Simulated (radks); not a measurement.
The numbers below are computed, except where a source is named.
All-electron atom: neutral zirconium in [Kr] 4d2 5s2.

Code: a radial shooting solver on a logarithmic mesh with Libxc functionals. Model: Dirac Kohn-Sham, LDA (Slater exchange, Perdew-Wang correlation), spin-unpolarised, spherical densities, finite nucleus; open shells fill j = l - 1/2 first; Fermi nuclear charge, rms radius 4.2694 fm.

Energy parts (hartree):
part                       energy
total                 -3594.98582
kinetic                3713.91752
electron-nucleus      -8679.93525
Hartree                1481.12260
exchange-correlation   -110.09069

Orbitals (lengths in bohr, moments of r in powers of bohr; <r^-3> diverges for s and p1/2; r(max) is where P^2 peaks):
orbital  occ.  eigenvalue (hartree)  <r^-3>   r(max)  small-component weight
1s1/2       2             -653.7949       -  0.02417                2.12e-02
2s1/2       2             -90.59153       -   0.1373                4.30e-03
2p1/2       2             -82.99170       -   0.1070                4.31e-03
2p3/2       4             -79.84209    2032   0.1106                4.18e-03
3s1/2       2             -14.82157       -   0.4089                1.12e-03
3p1/2       2             -11.99072       -   0.3964                1.06e-03
3p3/2       4             -11.48852   327.8   0.4056                1.03e-03
3d3/2       4              -6.47665   46.48   0.3451                9.16e-04
3d5/2       6              -6.38482   44.51   0.3478                9.06e-04
4s1/2       2              -2.00011       -    1.076                2.38e-04
4p1/2       2              -1.23707       -    1.160                1.95e-04
4p3/2       4              -1.17078   43.33    1.186                1.87e-04
5s1/2       2              -0.16814       -    3.119                2.85e-05
4d3/2       2              -0.13882   2.498    1.602                7.79e-05
4d5/2       0              -0.13407   2.363    1.618                7.62e-05

The highest occupied level is 4d3/2 at -3.777 eV. The density falls to 0.001 e/bohr^3 at r = 5.07 bohr. For comparison, the ionisation energy in NIST's Atomic Spectra Database is 6.634 eV (measured). In exact Kohn-Sham theory the highest level is minus the ionisation energy, but local and semilocal functionals leave it too shallow, through self-interaction and a potential that decays too fast; potentials with the right tail come closer. The electron density at the nucleus is 7.441e+04 e/bohr^3.

Beside tabulated values, note that spin-unpolarised runs miss the spin-polarisation part of the exchange energy of open shells.
